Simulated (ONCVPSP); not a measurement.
PBE ONCV dataset for cerium (Ce), scalar-relativistic all-electron reference.

| Quantity | Value |
| --- | --- |
| Element | Ce |
| Generator | ONCVPSP 4.0.1 |
| Type | optimised norm-conserving Vanderbilt (ONCV) |
| Functional | PBE |
| Relativity | scalar-relativistic |
| Frozen core | [Kr] 4d10 |
| Valence charge | 12 |
| Reference configuration | 4f1 5s2 5p6 5d1 6s1.75 6p0.25 |
| Partial waves | 5s+6s: rc 2.50 bohr, ncon 4, nbas 8, qcut 5.5 1/bohr, 2 projectors; 5p+6p: rc 3.10 bohr, ncon 4, nbas 9, qcut 4.3 1/bohr, 2 projectors; 5d: rc 2.55 bohr, ncon 3, nbas 6, qcut 3.6 1/bohr, 3 projectors, debl 3.8 Ha; 4f: rc 1.30 bohr, ncon 4, nbas 9, qcut 10.9 1/bohr, local |
| Local potential | the f channel |
| Core correction | polynomial model core, fcfact 0.3 |

All-electron outer shells of the reference configuration (PBE, scalar-relativistic, ld1.x):

```csv
shell,level (eV),outermost node (bohr),outermost maximum (bohr)
4p,-211.35,0.33,0.62
4d,-110.78,0.31,0.66
5s,-40.88,0.75,1.37
5p,-23.51,0.81,1.55
4f,-5.67,–,0.71
6s,-3.91,1.82,3.72
5d,-3.29,0.92,2.15
6p,-1.49,2.15,4.84
```

Problem. Estimate the cutoffs (Ha) at which the residual kinetic energy of the hardest occupied pseudo-wave falls to 1 and 0.1 mHa per electron.

Solution. 60 Ha and 191 Ha.

Problem. What does a ghost test show?

Solution. Ghosts flagged at negative energy: s at -334.6 eV, p at -82.7 eV; GHOST(+) flagged for d at 368.8 eV. A true bound ghost makes a file unfit for plane-wave use.

Problem. Which valence shell sets the plane-wave cutoff?

Solution. 4f: 60 Ha for 1 mHa per electron, against 9 Ha for 5s.

Its largest configuration-test error is -4.7 meV (4f1 5s2 5p6 5d1 6s0 6p0). 1 of 4 tests not solved or not reliable.
